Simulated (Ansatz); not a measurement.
Reaction (ligand exchange at the Si–O bond): `N[Si@@H](F)O[Si@@H](N)F` + `N=CO` → `N[SiH](F)/N=C/O` + `N[SiH](O)F`

Gas-phase electronic energies from Ansatz, PBE0-D4/def2-TZVP geometries. CCSD(T)/CBS adds triple-zeta CCSD(T) − MP2 to the extrapolated MP2 energy (def2 sets, frozen cores). This one scheme is used for every species. DFT in def2-TZVPP. B3LYP here is the variant with VWN-RPA as its local correlation; programs differ in this. Each species was taken in one conformer, which may not be the lowest.

| level | ΔE (eV) |
| --- | --- |
| B3LYP-D4 | 0.67 |
| B2PLYP | 0.66 |

(1) What does CCSD(T)/CBS give? (Best estimate.)

Largest T1 diagnostic among the species: 0.014.

## Answers

(1) Computed: +0.67 eV. The listed levels differ from it by 0.00, -0.01 eV.

In def2-TZVPP, CCSD(T) changes the Hartree–Fock value by −0.10 eV (the triples alone add −0.03 eV) and MP2 by −0.14 eV. From PBE to PBE0 (25 % exact exchange), in def2-TZVPP and without D4, ΔE moves by +0.04 eV.
